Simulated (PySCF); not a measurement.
C₆H₁₀, SMILES C=C[C@H]1C[C@H]1C. Coordinates come from a PBE-D3(BJ)/def2-SVP optimisation. Other conformers were not sampled.

All values below come from PBE-D3(BJ)/def2-SVP (PySCF).

Harmonic wavenumbers (cm⁻¹): 83, 189, 213, 260, 347, 423, 530, 658, 756, 786, 824, 884, 895, 910, 975, 988, 1016, 1044, 1072, 1078, 1095, 1151, 1199, 1270, 1319, 1344, 1366, 1388, 1410, 1417, 1443, 1666, 2966, 3046, 3057, 3059, 3061, 3068, 3076, 3078, 3151, 3170. Rotational constants (GHz): 5.386, 2.804, 2.366; symmetry number 1.

Work out the zero-point energy and the ideal-gas rigid-rotor harmonic-oscillator thermochemistry at 298.15 K and 1 atm.

ZPE = ½ Σ hcν = ½ × 60729 cm⁻¹ = 363.24 kJ/mol. H − E(el) = 383.90 kJ/mol. Entropy in J/(mol K): translation 163.73, rotation 111.30, vibration 61.38, total 336.40. G − E(el) = 283.60 kJ/mol. Cp = 116.21 J/(mol K). Modes under 150 cm⁻¹ make the vibrational entropy uncertain.
